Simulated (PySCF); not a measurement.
SCF from a fresh guess for singlet ZrOBr₂, at the PBE minimum. PySCF input:

```python
from pyscf import gto, scf, dft
mol = gto.M(atom='''
Zr    -0.265256    -0.459415    -0.438778
O     -1.124584    -1.947752    -0.138113
Br     2.162016    -0.636509     0.263740
Br    -1.632181     1.554168     0.263745''',
    basis={'Zr': 'def2-SVP', 'O': 'def2-SVP', 'Br': 'def2-SVP'},
    ecp={'Zr': 'def2-SVP'},
    charge=0, spin=0)
mf = dft.RKS(mol, xc='PBE')
mf.grids.atom_grid = (50, 194)
aux = {'Zr': 'def2-universal-JKFIT', 'O': 'def2-universal-JKFIT', 'Br': 'def2-universal-JKFIT'}
mf = mf.density_fit(auxbasis=aux)
mf.conv_tol = 1e-08
mf.diis_space = 10
mf.max_cycle = 60
mf.init_guess = 'minao'
mf.verbose = 4
mf.kernel()
```

Excerpt of the output (cycles and frontier levels):

```
init E= -5261.21521094795
  HOMO = -0.456856285125098  LUMO = -0.44405570862181  gap/eV = 0.34832
cycle= 1 E= -5265.92463089432  delta_E= -4.71  |g|= 3.55  |ddm|= 5.03
  HOMO = 0.112296223240278  LUMO = 0.136873072568879  gap/eV = 0.66877
cycle= 2 E= -5249.89845692716  delta_E=   16  |g|= 6.96  |ddm|= 12.2
  HOMO = -0.348939032784796  LUMO = -0.0522400659000724  gap/eV = 8.07359
cycle= 3 E= -5267.63326723608  delta_E= -17.7  |g|= 2.39  |ddm|= 10.9
  HOMO = -0.165075526788042  LUMO = -0.138848399125075  gap/eV = 0.71368
cycle= 4 E= -5261.61324020164  delta_E= 6.02  |g|= 4.11  |ddm|=  4.6
  HOMO = -0.224018321636659  LUMO = -0.0963087538448164  gap/eV = 3.47515
cycle= 5 E= -5269.0321027754  delta_E= -7.42  |g|= 0.925  |ddm|= 3.91
  HOMO = -0.30937690927193  LUMO = -0.176789273099254  gap/eV = 3.60789
cycle= 6 E= -5269.2136219169  delta_E= -0.182  |g|= 0.565  |ddm|= 1.14
  HOMO = -0.268488664658784  LUMO = -0.142922980478285  gap/eV = 3.41682
... 12 lines left out ...
cycle= 13 E= -5269.27004378879  delta_E= -5.52e-07  |g|= 0.000358  |ddm|= 0.00157
  HOMO = -0.262163630057944  LUMO = -0.154303087350263  gap/eV = 2.93503
cycle= 14 E= -5269.27004381122  delta_E= -2.24e-08  |g|= 0.000203  |ddm|= 0.000534
  HOMO = -0.262163910910076  LUMO = -0.154310018061062  gap/eV = 2.93485
cycle= 15 E= -5269.27004382227  delta_E= -1.1e-08  |g|= 3.32e-05  |ddm|= 0.00022
  HOMO = -0.262164164158749  LUMO = -0.154310799667997  gap/eV = 2.93484
cycle= 16 E= -5269.2700438226  delta_E= -3.29e-10  |g|= 6.09e-06  |ddm|= 4.67e-05
  HOMO = -0.262164488872368  LUMO = -0.154311187344509  gap/eV = 2.93484
Extra cycle  E= -5269.27004382258  delta_E= 1.82e-11  |g|= 1.26e-05  |ddm|= 2.15e-05
converged SCF energy = -5269.27004382258
```

No lower solution of this spin was found by a stability analysis within the restricted form, which does not test spin polarisation.

The search for the lowest solution, with the stability check, took 19 s on 2 threads of a shared Intel Xeon Platinum 8375C @ 2.90GHz (Ice Lake) host, with 109 basis functions; the process peaked at 0.33 GiB. Launch command: `OMP_NUM_THREADS=2 python axn.py task.json out`.
